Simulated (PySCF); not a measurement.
## Löwdin shares of the frontier orbitals

Compound: C₅H₇FOSi.
Geometry (GFN2-xTB, Å), atoms numbered from 1 in this order:
```xyz
15
C5H7FOSi angstrom
C     -2.8077    1.1875    0.4826
O     -1.5208    0.6201    0.3235
C     -0.9922   -0.0268    1.3640
F     -1.7698   -0.0615    2.4697
C      0.2058   -0.6177    1.3829
C      1.0708   -0.6244    0.2760
C      1.8433   -0.6519   -0.6549
Si     2.9926   -0.6752   -2.0938
H     -3.0395    1.6556   -0.4712
H     -3.5532    0.4205    0.7107
H     -2.8133    1.9397    1.2765
H      0.5287   -1.1132    2.2855
H      2.3241   -1.3448   -3.2134
H      3.3236    0.7076   -2.4501
H      4.2031   -1.4076   -1.7099
```

The calculation used PySCF, TDDFT wB97X-D/def2-SVPD, vertical, gas phase, core orbitals frozen in the response.

Kohn–Sham orbitals with the atoms that hold most of them (Löwdin shares over 4%, at most four atoms; ? is withheld):

```json
{"orbital": "HOMO-3", "ε (eV)": "-11.97", "atoms": "Si8 40%, H15 29%, H13 9%, H14 9%"}
{"orbital": "HOMO-2", "ε (eV)": "-10.88", "atoms": "C6 24%, C5 17%, C7 16%, O2 15%"}
{"orbital": "HOMO-1", "ε (eV)": "-9.64", "atoms": "?"}
{"orbital": "HOMO", "ε (eV)": "?", "atoms": "C7 23%, C5 21%, C6 16%, C3 14%"}
{"orbital": "LUMO", "ε (eV)": "1.10", "atoms": "?"}
{"orbital": "LUMO+1", "ε (eV)": "2.02", "atoms": "Si8 22%, C7 14%, C6 13%, C5 9%"}
{"orbital": "LUMO+2", "ε (eV)": "2.03", "atoms": "Si8 17%, C6 14%, C7 14%, C1 12%"}
```

Which atoms hold the HOMO-1, and with what shares?

C7 (bonded to C and Si) 39%; C6 (bonded to 2 C) 38%; Si8 (bonded to C and 3 H) 7%; C5 (bonded to 2 C and H) 6%. By element: carbon 82% or more, silicon 7%.

Give the leading atoms of the LUMO.

C3 (bonded to C, F and O) 24%; C7 (bonded to C and Si) 17%; C6 (bonded to 2 C) 15%; C5 (bonded to 2 C and H) 12%.

What is the HOMO energy, and the HOMO–LUMO gap?

ε(HOMO) = -8.18 eV; the gap is 9.28 eV (0.3410 hartree).

How does S1 compare with the orbital gap of 9.28 eV?

S1 is at 5.28 eV (f = 0.0001), 4.00 eV below the gap, made of HOMO→LUMO+2 (48%), HOMO→LUMO+1 (34%). Its leading pair isn't HOMO and LUMO; the energies of that pair differ by 10.21 eV. 

One configuration dominates each of S2 and S3. Which, and how do the shares of the two leading atoms of either orbital change from the occupied to the empty one?

- S2 (5.33 eV, f 0.422), HOMO→LUMO (85%): C7 23% → 17%, C5 21% → 12%, C3 14% → 24%
- S3 (5.66 eV, f 0.0002), HOMO-1→LUMO (90%): C7 39% → 17%, C6 38% → 15%, C3 at most 7% → 24%

On Arm Neoverse V2, one thread (shared host), this took 55 s wall and 0.96 GiB of memory at its peak.

One conformer stands for the species.
